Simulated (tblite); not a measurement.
A geometry optimisation, step by step.

C6H9BF2.
SMILES with atom numbers: `[F:1][B:2]([F:3])[CH2:4][CH:5]1[CH2:6][CH:7]=[CH:8][CH2:9]1` (hydrogens: H10, H11 on C4; H12 on C5; H13, H14 on C6; H15 on C7; H16 on C8; H17, H18 on C9)

Computed with GFN2-xTB (tblite), gas phase: L-BFGS steps from a force-field or distance-geometry start until the largest atomic force falls under 0.01 eV/Å. 11 of its 77 geometries are shown.

Step 0: E = -766.6969 eV, largest atomic force 3.800 eV/Å
```
atom  x, y, z in Å  |  force x, y, z in eV/Å
F1      2.017    2.124    0.232    1.110  -3.451   0.862
B2      2.284    0.706    0.399    2.556   1.611  -1.032
F3      3.675    0.279    0.681   -3.454   1.548  -0.333
C4      1.338   -0.352   -0.332    1.984   0.092   1.086
C5      0.088    0.302   -0.791   -0.368   0.855  -1.694
C6     -0.784   -0.725   -1.483   -0.389  -0.771  -1.028
C7     -1.810   -1.026   -0.462   -1.020  -0.629   0.733
C8     -1.802   -0.152    0.540   -0.894  -0.436   0.043
C9     -0.746    0.886    0.328    0.187  -0.060   1.384
H10     1.922   -0.678   -1.226   -0.268  -0.098   0.656
H11     1.194   -1.224    0.341   -0.214   0.310  -0.621
H12     0.344    1.065   -1.557    0.109  -0.088   0.599
H13    -1.278   -0.303   -2.397    0.414  -0.463   0.509
H14    -0.182   -1.625   -1.756   -0.595   0.564  -0.075
H15    -2.498   -1.883   -0.533    0.490   0.544  -0.044
H16    -2.491   -0.195    1.407    0.693   0.238  -0.728
H17    -1.141    1.874    0.063    0.018  -0.223   0.302
H18    -0.139    0.933    1.268   -0.360   0.458  -0.620
```

Step 8: E = -767.8077 eV, largest atomic force 0.297 eV/Å
```
atom  x, y, z in Å  |  force x, y, z in eV/Å
F1      2.143    2.015    0.332   -0.060   0.134  -0.010
B2      2.385    0.723    0.283   -0.062  -0.025   0.080
F3      3.582    0.418    0.738    0.143  -0.159   0.074
C4      1.390   -0.328   -0.349    0.255   0.119   0.094
C5      0.082    0.312   -0.831    0.163  -0.070   0.051
C6     -0.811   -0.749   -1.496   -0.057  -0.031   0.020
C7     -1.845   -1.051   -0.454    0.010   0.043   0.021
C8     -1.823   -0.169    0.531    0.054  -0.045   0.016
C9     -0.747    0.859    0.350   -0.023  -0.039  -0.048
H10     1.933   -0.749   -1.203   -0.121  -0.110  -0.056
H11     1.173   -1.175    0.311    0.033   0.174  -0.013
H12     0.353    1.111   -1.521   -0.113   0.052  -0.078
H13    -1.282   -0.354   -2.396   -0.117   0.017  -0.094
H14    -0.242   -1.633   -1.788   -0.023  -0.029   0.013
H15    -2.512   -1.893   -0.545   -0.004   0.061  -0.023
H16    -2.470   -0.156    1.391   -0.025   0.000  -0.002
H17    -1.168    1.839    0.117   -0.089  -0.026  -0.037
H18    -0.149    0.987    1.254    0.036  -0.067  -0.008
```

Step 15: E = -767.8304 eV, largest atomic force 0.083 eV/Å
```
atom  x, y, z in Å  |  force x, y, z in eV/Å
F1      2.163    2.024    0.355    0.037   0.071   0.023
B2      2.412    0.732    0.285   -0.044   0.012  -0.036
F3      3.593    0.402    0.771   -0.013  -0.061   0.006
C4      1.411   -0.303   -0.363    0.029  -0.029   0.021
C5      0.088    0.314   -0.840   -0.006  -0.025  -0.007
C6     -0.813   -0.750   -1.499   -0.049  -0.053   0.000
C7     -1.846   -1.049   -0.456   -0.022  -0.032   0.007
C8     -1.813   -0.180    0.537   -0.006  -0.017   0.015
C9     -0.741    0.847    0.346   -0.036   0.010   0.012
H10     1.911   -0.783   -1.209    0.028   0.015  -0.050
H11     1.192   -1.118    0.330   -0.013   0.014   0.074
H12     0.321    1.120   -1.537   -0.003   0.018  -0.042
H13    -1.302   -0.362   -2.396    0.005   0.033  -0.027
H14    -0.262   -1.644   -1.791    0.056  -0.007  -0.001
H15    -2.524   -1.878   -0.557   -0.024  -0.002  -0.022
H16    -2.470   -0.154    1.389    0.015  -0.025   0.018
H17    -1.191    1.812    0.111    0.009   0.061   0.004
H18    -0.138    0.976    1.246    0.036   0.017   0.006
```

Step 23: E = -767.8347 eV, largest atomic force 0.041 eV/Å
```
atom  x, y, z in Å  |  force x, y, z in eV/Å
F1      2.188    2.037    0.366    0.016   0.011  -0.009
B2      2.412    0.741    0.280   -0.005  -0.009  -0.002
F3      3.579    0.378    0.778    0.014  -0.012   0.007
C4      1.411   -0.293   -0.367   -0.001   0.002   0.017
C5      0.083    0.312   -0.845   -0.002   0.012  -0.008
C6     -0.817   -0.755   -1.501   -0.014  -0.011  -0.002
C7     -1.850   -1.054   -0.457   -0.001   0.003  -0.001
C8     -1.811   -0.186    0.539    0.002   0.001   0.002
C9     -0.742    0.845    0.344   -0.011   0.005   0.010
H10     1.910   -0.784   -1.208    0.005   0.013   0.007
H11     1.198   -1.091    0.349   -0.014  -0.013   0.002
H12     0.309    1.115   -1.548    0.001   0.033  -0.024
H13    -1.302   -0.364   -2.399   -0.004  -0.007  -0.017
H14    -0.256   -1.644   -1.792    0.000  -0.014   0.005
H15    -2.537   -1.875   -0.565    0.014   0.005   0.006
H16    -2.462   -0.166    1.396    0.010  -0.009  -0.001
H17    -1.190    1.815    0.115   -0.017   0.004  -0.010
H18    -0.130    0.979    1.237    0.006  -0.014   0.018
```

Step 30: E = -767.8356 eV, largest atomic force 0.021 eV/Å
```
atom  x, y, z in Å  |  force x, y, z in eV/Å
F1      2.208    2.041    0.362   -0.002   0.004  -0.012
B2      2.413    0.742    0.283   -0.001  -0.008   0.001
F3      3.576    0.366    0.781    0.012  -0.013   0.012
C4      1.406   -0.287   -0.364    0.000   0.003  -0.004
C5      0.081    0.317   -0.849   -0.013  -0.001   0.003
C6     -0.818   -0.755   -1.504   -0.010  -0.008   0.009
C7     -1.850   -1.053   -0.458    0.001  -0.003  -0.001
C8     -1.810   -0.188    0.539   -0.004  -0.006  -0.002
C9     -0.744    0.847    0.343   -0.017  -0.007   0.007
H10     1.911   -0.777   -1.202   -0.001  -0.002  -0.011
H11     1.189   -1.088    0.350   -0.008   0.006  -0.005
H12     0.305    1.120   -1.554    0.001   0.005   0.003
H13    -1.302   -0.373   -2.407    0.008   0.005   0.009
H14    -0.257   -1.647   -1.788    0.009   0.009   0.006
H15    -2.536   -1.876   -0.563    0.015   0.004  -0.002
H16    -2.454   -0.175    1.401    0.006   0.004  -0.008
H17    -1.197    1.816    0.117    0.000  -0.002   0.000
H18    -0.131    0.976    1.236    0.002   0.012  -0.006
```

Step 38: E = -767.8362 eV, largest atomic force 0.023 eV/Å
```
atom  x, y, z in Å  |  force x, y, z in eV/Å
F1      2.224    2.039    0.349    0.010   0.009  -0.002
B2      2.417    0.737    0.283   -0.008   0.001  -0.002
F3      3.573    0.351    0.792   -0.006  -0.002   0.006
C4      1.403   -0.283   -0.365    0.001  -0.009   0.000
C5      0.077    0.323   -0.849   -0.003  -0.005   0.003
C6     -0.816   -0.754   -1.502   -0.006   0.003   0.002
C7     -1.848   -1.055   -0.458    0.015   0.001   0.003
C8     -1.809   -0.190    0.540    0.009  -0.003   0.002
C9     -0.748    0.849    0.344   -0.009  -0.001  -0.001
H10     1.906   -0.773   -1.205   -0.001  -0.004  -0.012
H11     1.179   -1.083    0.345    0.011  -0.009   0.009
H12     0.299    1.128   -1.553    0.002  -0.004   0.004
H13    -1.298   -0.375   -2.407   -0.004  -0.006  -0.001
H14    -0.248   -1.644   -1.781   -0.006   0.012  -0.005
H15    -2.529   -1.883   -0.564    0.013   0.017   0.008
H16    -2.453   -0.179    1.403    0.003  -0.002  -0.012
H17    -1.206    1.815    0.117   -0.004   0.002  -0.001
H18    -0.132    0.984    1.234   -0.014  -0.001  -0.001
```

Step 46: E = -767.8366 eV, largest atomic force 0.020 eV/Å
```
atom  x, y, z in Å  |  force x, y, z in eV/Å
F1      2.242    2.038    0.334    0.003  -0.001  -0.003
B2      2.419    0.733    0.282    0.009   0.008   0.002
F3      3.564    0.338    0.807   -0.008   0.003   0.005
C4      1.401   -0.282   -0.366    0.000  -0.004   0.002
C5      0.075    0.327   -0.848    0.007   0.003  -0.005
C6     -0.815   -0.752   -1.503    0.008   0.012   0.004
C7     -1.842   -1.058   -0.456   -0.002  -0.004   0.001
C8     -1.808   -0.192    0.541    0.001  -0.006   0.002
C9     -0.753    0.853    0.344    0.007   0.000  -0.010
H10     1.899   -0.770   -1.210    0.004   0.002   0.006
H11     1.180   -1.084    0.343   -0.002  -0.007   0.000
H12     0.299    1.132   -1.550   -0.004  -0.002  -0.004
H13    -1.302   -0.376   -2.406    0.005   0.002   0.012
H14    -0.242   -1.638   -1.783   -0.017   0.009  -0.007
H15    -2.519   -1.887   -0.559   -0.007  -0.011  -0.001
H16    -2.452   -0.184    1.403   -0.003  -0.001   0.008
H17    -1.216    1.815    0.114    0.004  -0.002  -0.003
H18    -0.139    0.994    1.236   -0.003  -0.002  -0.009
```

Step 53: E = -767.8370 eV, largest atomic force 0.023 eV/Å
```
atom  x, y, z in Å  |  force x, y, z in eV/Å
F1      2.263    2.039    0.311    0.006  -0.012  -0.002
B2      2.422    0.731    0.284   -0.002   0.003   0.007
F3      3.553    0.328    0.832   -0.017   0.014  -0.001
C4      1.400   -0.281   -0.364   -0.011  -0.001  -0.008
C5      0.075    0.329   -0.847   -0.002  -0.007  -0.005
C6     -0.817   -0.748   -1.502    0.013   0.003  -0.018
C7     -1.839   -1.063   -0.452    0.009   0.006  -0.003
C8     -1.807   -0.196    0.544    0.005   0.005  -0.001
C9     -0.757    0.854    0.341    0.020   0.007   0.000
H10     1.900   -0.765   -1.211   -0.002  -0.003   0.009
H11     1.182   -1.088    0.342   -0.007   0.005  -0.006
H12     0.302    1.134   -1.549   -0.009  -0.019   0.010
H13    -1.310   -0.365   -2.400   -0.011   0.008   0.001
H14    -0.247   -1.631   -1.796    0.007  -0.009   0.000
H15    -2.510   -1.898   -0.552    0.000   0.000  -0.004
H16    -2.448   -0.190    1.407   -0.001   0.001   0.010
H17    -1.224    1.814    0.104   -0.008  -0.006   0.002
H18    -0.145    1.002    1.232    0.010   0.005   0.008
```

Step 61: E = -767.8375 eV, largest atomic force 0.023 eV/Å
```
atom  x, y, z in Å  |  force x, y, z in eV/Å
F1      2.297    2.039    0.268   -0.014   0.003  -0.004
B2      2.420    0.727    0.288   -0.010  -0.010   0.000
F3      3.524    0.314    0.882    0.009   0.003   0.014
C4      1.396   -0.282   -0.362   -0.007   0.005  -0.007
C5      0.075    0.331   -0.849   -0.010   0.001  -0.008
C6     -0.819   -0.742   -1.506   -0.010  -0.001  -0.006
C7     -1.829   -1.069   -0.448    0.011  -0.010   0.017
C8     -1.796   -0.203    0.549    0.005   0.001   0.011
C9     -0.758    0.857    0.339   -0.004   0.008  -0.007
H10     1.900   -0.761   -1.209   -0.006  -0.015   0.006
H11     1.172   -1.090    0.340    0.005   0.007  -0.007
H12     0.302    1.136   -1.551    0.014   0.005   0.007
H13    -1.328   -0.347   -2.389    0.006   0.005  -0.017
H14    -0.251   -1.619   -1.819    0.006   0.004   0.004
H15    -2.492   -1.911   -0.545   -0.006   0.004  -0.002
H16    -2.434   -0.202    1.416    0.003  -0.008   0.012
H17    -1.241    1.806    0.094    0.000   0.015  -0.005
H18    -0.146    1.023    1.227    0.006  -0.016  -0.008
```

Step 68: E = -767.8385 eV, largest atomic force 0.027 eV/Å
```
atom  x, y, z in Å  |  force x, y, z in eV/Å
F1      2.310    2.033    0.219    0.004  -0.003   0.003
B2      2.411    0.721    0.292   -0.011  -0.001   0.011
F3      3.483    0.313    0.945   -0.007   0.009  -0.002
C4      1.390   -0.287   -0.362    0.007  -0.004   0.002
C5      0.076    0.336   -0.856    0.001   0.000   0.006
C6     -0.823   -0.731   -1.514   -0.016  -0.011   0.008
C7     -1.813   -1.076   -0.441   -0.019   0.013  -0.007
C8     -1.778   -0.213    0.558   -0.001   0.010  -0.006
C9     -0.756    0.861    0.333   -0.006  -0.006   0.006
H10     1.897   -0.772   -1.203   -0.008  -0.008  -0.016
H11     1.156   -1.093    0.339   -0.001   0.001   0.007
H12     0.313    1.140   -1.554   -0.001   0.011  -0.010
H13    -1.348   -0.329   -2.385    0.006   0.007   0.001
H14    -0.255   -1.601   -1.847    0.001  -0.004   0.006
H15    -2.476   -1.919   -0.536    0.018  -0.003   0.004
H16    -2.405   -0.220    1.434    0.023  -0.008  -0.011
H17    -1.254    1.802    0.087    0.012  -0.006  -0.004
H18    -0.136    1.040    1.214   -0.003   0.000   0.003
```

Step 76: E = -767.8389 eV, largest atomic force 0.006 eV/Å
```
atom  x, y, z in Å  |  force x, y, z in eV/Å
F1      2.320    2.029    0.192   -0.003   0.000   0.001
B2      2.404    0.718    0.296    0.003   0.001  -0.004
F3      3.456    0.314    0.984   -0.003  -0.003   0.002
C4      1.386   -0.291   -0.362    0.002   0.000   0.000
C5      0.076    0.338   -0.860    0.000   0.000   0.002
C6     -0.827   -0.725   -1.518   -0.001  -0.003   0.000
C7     -1.808   -1.077   -0.440    0.001   0.002   0.002
C8     -1.767   -0.216    0.561   -0.002   0.002   0.002
C9     -0.754    0.863    0.330   -0.004  -0.001   0.002
H10     1.891   -0.779   -1.204    0.003   0.001   0.000
H11     1.147   -1.095    0.339   -0.002   0.000  -0.002
H12     0.318    1.143   -1.556    0.000   0.000  -0.001
H13    -1.357   -0.315   -2.382    0.001   0.000  -0.001
H14    -0.261   -1.592   -1.860    0.000  -0.004  -0.003
H15    -2.462   -1.927   -0.528    0.004   0.004   0.000
H16    -2.382   -0.233    1.444    0.001   0.001   0.001
H17    -1.257    1.801    0.080    0.000   0.000   0.001
H18    -0.134    1.049    1.209   -0.001   0.000  -0.002
```

Task: Summarise the path.

Result: The energy falls by 26.33 kcal/mol from step 0 to step 76; nine tenths of that is first reached at step 5. It falls at every step. The largest force goes from 3.800 to 0.006 eV/Å. Among the bonds B2–F3 changes most, from 1.482 to 1.320 Å; the atoms move by 0.151 Å rms after alignment.

Task: Follow the three bonds and two angles with the largest change from start to end.

Result: 
| step | E above end (kcal/mol) | largest force (eV/Å) | B2–F3 (Å) | F1–B2 (Å) | C4–C5 (Å) | C5–C4–H11 (°) | F3–B2–C4 (°) |
| --- | --- | --- | --- | --- | --- | --- | --- |
| 0 | 26.33 | 3.800 | 1.482 | 1.453 | 1.484 | 115.1 | 116.9 |
| 3 | 3.75 | 0.730 | 1.324 | 1.320 | 1.539 | 111.5 | 118.2 |
| 7 | 0.95 | 0.310 | 1.314 | 1.315 | 1.529 | 110.7 | 123.9 |
| 10 | 0.46 | 0.185 | 1.320 | 1.320 | 1.540 | 108.8 | 123.4 |
| 13 | 0.28 | 0.150 | 1.320 | 1.319 | 1.536 | 108.4 | 123.5 |
| 17 | 0.15 | 0.066 | 1.320 | 1.318 | 1.538 | 109.1 | 123.4 |
| 20 | 0.11 | 0.042 | 1.320 | 1.318 | 1.537 | 108.9 | 122.7 |
| 23 | 0.10 | 0.041 | 1.320 | 1.318 | 1.535 | 108.9 | 122.4 |
| 26 | 0.08 | 0.032 | 1.321 | 1.318 | 1.536 | 108.9 | 122.1 |
| 30 | 0.08 | 0.021 | 1.320 | 1.318 | 1.536 | 108.8 | 122.1 |
| 33 | 0.07 | 0.017 | 1.320 | 1.318 | 1.536 | 108.6 | 122.2 |
| 36 | 0.07 | 0.023 | 1.321 | 1.318 | 1.536 | 108.5 | 122.2 |
| 40 | 0.06 | 0.024 | 1.320 | 1.318 | 1.535 | 108.5 | 122.1 |
| 43 | 0.06 | 0.015 | 1.320 | 1.318 | 1.536 | 108.6 | 122.0 |
| 46 | 0.05 | 0.020 | 1.321 | 1.318 | 1.536 | 108.7 | 122.0 |
| 50 | 0.05 | 0.021 | 1.320 | 1.318 | 1.536 | 108.8 | 122.0 |
| 53 | 0.04 | 0.023 | 1.321 | 1.318 | 1.536 | 108.8 | 122.0 |
| 56 | 0.04 | 0.013 | 1.321 | 1.318 | 1.536 | 108.8 | 122.0 |
| 59 | 0.04 | 0.022 | 1.320 | 1.317 | 1.536 | 108.8 | 121.9 |
| 63 | 0.03 | 0.031 | 1.321 | 1.318 | 1.536 | 108.7 | 122.0 |
| 66 | 0.02 | 0.028 | 1.321 | 1.318 | 1.536 | 108.8 | 122.2 |
| 69 | 0.01 | 0.024 | 1.320 | 1.318 | 1.536 | 108.8 | 122.2 |
| 73 | 0.00 | 0.013 | 1.320 | 1.318 | 1.536 | 108.8 | 122.4 |
| 76 | 0.00 | 0.006 | 1.320 | 1.318 | 1.536 | 108.8 | 122.4 |

What follows is the cost of the whole relaxation. Time: 0.48 s of wall time. Hardware: Arm Neoverse V1, one thread, no GPU (shared host).
